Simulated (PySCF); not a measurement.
Hg: excitation energy

Hg [Xe] 4f14 5d10 6s2 (1S) → Hg [Xe] 4f14 5d9 6s2 6p1 (high-spin determinant), as a difference of total energies. All numbers are calculated (PySCF 2.14, scalar relativity through the core potential, in aug-cc-pVTZ-PP with ECP60MDF (6s6p5d3f2g, 88 functions)). Correlated levels: valence: 5s2 5p6 frozen. The calculations carry no spin-orbit coupling.

```
           method  excitation energy (cm⁻¹)
              UHF                     69681
    MP2 (valence)                     82543
SCS-MP2 (valence)                     81732
   CCSD (valence)                     79088
CCSD(T) (valence)                     79719
```

The determinant of the upper state mixes LS terms, which raises its energy above the lowest term, most at the Hartree-Fock and MP2 levels.
